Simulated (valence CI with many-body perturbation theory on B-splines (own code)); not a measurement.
# In XXXVI: electric-dipole lines

Calculated by relativistic CI+MBPT: four valence electrons over a frozen Dirac-Fock core [Ne], radial functions for each j: 11 s, 11 p, 10 d, 8 f, 5 g, 2 h, with the one-electron correlation potential Σ1, the two-electron term Σ2, the three-electron term Σ3, Breit, model QED; selected CI, second order for the rest, scaled by the run's own slope (own B-spline code, finite nucleus).

No measured spectrum was set against this ion. As an estimate, large intervals hold to a few tenths of a per cent, small ones and those within an open d or f shell to about a per cent. Among the levels kept, up to 690 cm⁻¹ of a level comes from second order outside the variational space, and about a tenth of that is noise between levels of different J, which matters for small intervals.

Lines 101 to 150 of 552 in falling wavelength, among levels below 38.265 Ry, chosen from the strongest by gf and those to the six lowest levels. Wavelengths and rates use the calculated energies. Electric multipoles are in the length gauge, E1 and E2 with the static RPA response of the core. Weak lines are less certain than strong ones. Lines between different terms over intervals too small for the method are left out, as are lines whose strength nearly cancels. Where a level lies close to another of its J and parity, the split of strength between their lines is uncertain. The highest levels of a list are the least certain.

Levels are named by their leading jj configuration (3d3/2^4 stands for four electrons in 3d with j = 3/2), which in mixed levels can hold well under half, so a name can repeat and another be missing. Letters in brackets count levels of one name in rising energy.

| λ vac (Å) | Upper | Lower | A (s⁻¹) | log gf | Branch % |
| --- | --- | --- | --- | --- | --- |
| 85.87 | (3s^2 3p1/2 3d3/2) J=1 | (3s^2 3p1/2 3p3/2) J=2 | 2.51e+09 | -2.08 | 0.9 |
| 85.82 | (3p1/2 3p3/2^2 3d3/2) J=3 | (3s 3p1/2 3p3/2 3d3/2) J=2 [e] | 1.02e+11 | -0.10 | 37.0 |
| 85.74 | (3s 3p3/2 3d3/2 3d5/2) J=3 [b] | (3s 3p1/2 3p3/2 3d5/2) J=2 [e] | 8.05e+10 | -0.21 | 22.3 |
| 85.68 | (3p1/2^2 3p3/2 3d5/2) J=3 | (3s 3p1/2 3p3/2 3d3/2) J=2 [a] | 2.42e+10 | -0.73 | 22.4 |
| 85.42 | (3s 3p1/2 3p3/2 3d5/2) J=4 [d] | (3s^2 3p1/2 3d5/2) J=3 | 9.57e+10 | -0.03 | 94.7 |
| 85.38 | (3s 3p1/2 3d3/2 3d5/2) J=3 [d] | (3s 3p1/2 3p3/2 3d3/2) J=3 [b] | 1.81e+10 | -0.86 | 9.6 |
| 85.25 | (3p1/2 3p3/2^2 3d5/2) J=5 | (3s 3p1/2 3p3/2 3d5/2) J=4 [d] | 9.29e+10 | 0.05 | 65.3 |
| 84.99 | (3s^2 3d5/2^2) J=2 | (3s 3p3/2^3) J=1 | 1.38e+10 | -1.13 | 3.2 |
| 84.95 | (3s 3p1/2 3d5/2^2) J=3 | (3s 3p1/2 3p3/2 3d5/2) J=3 [c] | 2.38e+10 | -0.74 | 12.7 |
| 84.88 | (3s 3p1/2 3p3/2 3d5/2) J=2 [a] | (3s^2 3p1/2 3d3/2) J=2 | 1.51e+10 | -1.09 | 16.9 |
| 84.62 | (3s 3p1/2 3d3/2 3d5/2) J=3 [e] | (3s 3p1/2 3p3/2 3d5/2) J=2 [b] | 1.40e+10 | -0.98 | 5.8 |
| 84.54 | (3s 3p3/2^2 3d5/2) J=2 [a] | (3s^2 3p3/2 3d3/2) J=3 | 1.90e+10 | -0.99 | 9.9 |
| 84.53 | (3p1/2 3p3/2^2 3d5/2) J=3 [a] | (3s 3p1/2 3p3/2 3d3/2) J=2 [c] | 1.43e+10 | -0.97 | 8.4 |
| 84.52 | (3p1/2 3p3/2^2 3d5/2) J=2 [c] | (3s 3p3/2^2 3d3/2) J=1 [a] | 5.31e+10 | -0.55 | 15.5 |
| 84.50 | (3s 3p1/2 3d3/2 3d5/2) J=3 [a] | (3s 3p1/2 3p3/2 3d3/2) J=2 [b] | 3.37e+10 | -0.60 | 45.6 |
| 84.45 | (3s 3p1/2 3d3/2 3d5/2) J=4 [e] | (3s 3p1/2 3p3/2 3d5/2) J=3 [d] | 9.04e+10 | -0.06 | 39.6 |
| 84.43 | (3s 3p3/2 3d3/2 3d5/2) J=4 [a] | (3s 3p1/2 3p3/2 3d5/2) J=3 [e] | 1.08e+10 | -0.99 | 4.2 |
| 84.33 | (3s 3p3/2^2 3d5/2) J=3 [a] | (3s^2 3p3/2 3d3/2) J=3 | 2.90e+10 | -0.67 | 11.8 |
| 84.33 | (3p1/2 3p3/2^2 3d3/2) J=2 [b] | (3s 3p1/2 3p3/2 3d3/2) J=1 [d] | 1.67e+10 | -1.05 | 7.2 |
| 84.32 | (3s 3p3/2 3d3/2 3d5/2) J=1 [b] | (3s 3p3/2^2 3d3/2) J=1 [b] | 2.78e+10 | -1.05 | 8.1 |
| 84.23 | (3s 3p1/2 3p3/2 3d5/2) J=3 [d] | (3s^2 3p1/2 3d5/2) J=2 | 1.21e+11 | -0.05 | 82.9 |
| 84.20 | (3p1/2 3p3/2^2 3d5/2) J=4 [b] | (3s 3p1/2 3p3/2 3d5/2) J=3 [b] | 1.50e+10 | -0.84 | 9.5 |
| 84.19 | (3s 3p3/2 3d3/2 3d5/2) J=3 [a] | (3s 3p1/2 3p3/2 3d5/2) J=2 [c] | 6.80e+10 | -0.30 | 25.5 |
| 84.14 | (3s 3p1/2 3p3/2 3d5/2) J=3 [e] | (3s 3p1/2 3p3/2^2) J=2 [b] | 1.05e+11 | -0.11 | 44.3 |
| 84.12 | (3s 3p1/2 3p3/2 3d5/2) J=3 [a] | (3s 3p1/2 3p3/2^2) J=2 [a] | 2.04e+10 | -0.82 | 13.1 |
| 84.00 | (3s 3p1/2 3p3/2 3d5/2) J=3 [b] | (3s 3p1/2 3p3/2^2) J=3 | 3.55e+10 | -0.58 | 42.8 |
| 83.97 | (3s 3p1/2 3p3/2 3d5/2) J=2 [a] | (3s 3p1/2 3p3/2^2) J=2 [a] | 3.14e+10 | -0.78 | 35.1 |
| 83.96 | (3s 3p1/2 3p3/2 3d3/2) J=2 [e] | (3s 3p1/2 3p3/2^2) J=1 [a] | 3.31e+10 | -0.76 | 8.6 |
| 83.92 | (3s 3p1/2^2 3d5/2) J=3 | (3s 3p1/2^2 3p3/2) J=2 | 2.58e+10 | -0.72 | 78.3 |
| 83.82 | (3s 3p1/2 3p3/2 3d5/2) J=2 [d] | (3s 3p1/2 3p3/2^2) J=1 [b] | 2.59e+10 | -0.87 | 9.1 |
| 83.80 | (3s 3p1/2 3d3/2 3d5/2) J=3 [c] | (3s 3p1/2 3p3/2 3d3/2) J=2 [d] | 2.02e+10 | -0.83 | 7.1 |
| 83.77 | (3s 3p1/2 3d3/2 3d5/2) J=4 [b] | (3s 3p1/2 3p3/2 3d5/2) J=4 [b] | 8.87e+09 | -1.08 | 11.2 |
| 83.75 | (3s 3p3/2 3d3/2 3d5/2) J=3 [c] | (3s 3p1/2 3p3/2 3d5/2) J=2 [e] | 1.09e+10 | -1.10 | 4.8 |
| 83.72 | (3p1/2 3p3/2^2 3d5/2) J=2 [d] | (3s 3p3/2^2 3d3/2) J=1 [a] | 1.44e+10 | -1.12 | 3.6 |
| 83.71 | (3s 3p1/2 3p3/2 3d3/2) J=1 [d] | (3s^2 3p1/2 3d3/2) J=1 | 2.68e+10 | -1.07 | 7.4 |
| 83.65 | (3s^2 3p1/2 3d5/2) J=2 | (3s^2 3p1/2 3p3/2) J=2 | 8.69e+09 | -1.34 | 11.9 |
| 83.47 | (3s 3p1/2 3p3/2 3d3/2) J=2 [c] | (3s^2 3p1/2 3d3/2) J=2 | 4.92e+10 | -0.59 | 62.0 |
| 83.45 | (3p1/2 3p3/2^2 3d5/2) J=4 [a] | (3s 3p1/2 3p3/2 3d5/2) J=3 [a] | 8.57e+09 | -1.09 | 8.6 |
| 83.45 | (3s 3p3/2 3d3/2^2) J=3 | (3s 3p1/2 3p3/2 3d5/2) J=2 [c] | 3.06e+10 | -0.65 | 10.0 |
| 83.38 | (3s 3p3/2 3d3/2 3d5/2) J=2 [a] | (3s 3p3/2^2 3d3/2) J=1 [a] | 3.91e+10 | -0.69 | 9.5 |
| 83.37 | (3s^2 3p3/2 3d5/2) J=1 | (3s^2 3p3/2^2) J=0 | 8.46e+09 | -1.58 | 4.8 |
| 83.28 | (3s 3p1/2 3d5/2^2) J=3 | (3s 3p1/2 3p3/2 3d5/2) J=4 [c] | 1.42e+10 | -0.99 | 7.5 |
| 83.27 | (3s 3p1/2 3d5/2^2) J=2 [b] | (3s 3p1/2 3p3/2 3d5/2) J=2 [b] | 2.32e+10 | -0.92 | 9.9 |
| 83.23 | (3s 3p1/2 3p3/2 3d3/2) J=2 [a] | (3s 3p1/2^2 3p3/2) J=1 | 2.86e+10 | -0.83 | 76.6 |
| 83.20 | (3p1/2 3p3/2^2 3d5/2) J=1 [a] | (3s 3p1/2 3p3/2 3d3/2) J=1 [c] | 2.98e+10 | -1.03 | 11.7 |
| 83.17 | (3p1/2 3p3/2^2 3d5/2) J=2 [a] | (3s 3p1/2 3p3/2 3d5/2) J=3 [d] | 3.05e+10 | -0.80 | 8.1 |
| 83.16 | (3s 3p1/2 3d3/2 3d5/2) J=4 [d] | (3s 3p1/2 3p3/2 3d3/2) J=3 [b] | 1.31e+11 | 0.09 | 85.8 |
| 83.15 | (3s 3p1/2 3d3/2 3d5/2) J=4 [a] | (3s 3p1/2 3p3/2 3d3/2) J=3 [a] | 4.43e+10 | -0.38 | 74.1 |
| 83.14 | (3s 3p3/2^2 3d5/2) J=1 [a] | (3s^2 3p3/2 3d3/2) J=2 | 3.96e+10 | -0.91 | 15.1 |
| 83.13 | (3s 3p1/2 3d5/2^2) J=2 [b] | (3s 3p1/2 3p3/2 3d3/2) J=1 [c] | 2.35e+10 | -0.91 | 10.1 |

**Question.** How does gf follow from A for the line at 84.32 Å?

**Answer.** gf = 1.4992 × (2J+1)_upper × A / σ², with σ = 1186012 cm⁻¹ and 2J+1 = 3: gf = 0.0890.
